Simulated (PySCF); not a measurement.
# BPb and its ions

PBE; B def2-SVP, Pb def2-SVP with ECP60; scalar-relativistic core potentials (PySCF 2.14). Neutral (UKS): quartet (σ ↑, π ↑↑), Re = 2.285 Å, ωe = 490 cm⁻¹, De = 2.86 eV, HOMO -4.91 eV, LUMO -3.65 eV.

BPb⁺ (UKS): triplet (σ ↑, π ↑), Re = 2.496 Å, ωe = 374 cm⁻¹. The energies at the minima are -217.54583 hartree for BPb and -217.26309 for BPb⁺.

Task: Work out the adiabatic ionisation energy, without and with harmonic zero-point energies (1 hartree = 27.2114 eV, 1 eV = 8065.5 cm⁻¹), and the change of the bond length.

Result: At PBE: 0.28274 hartree = 7.694 eV between the minima; the zero-point term (374.0 − 490.0)/2 cm⁻¹ = -0.007 eV makes it 7.687 eV. Re changes by +21.1 pm against the neutral. The electron leaves a π orbital, and the longer bond of the ion fits a bonding orbital, or a change in how ionic the bond is.

These are scalar-relativistic numbers at best; spin–orbit coupling would shift them, the dissociation energy most. States were picked by a PBE0 search and need not be the measured ground states.
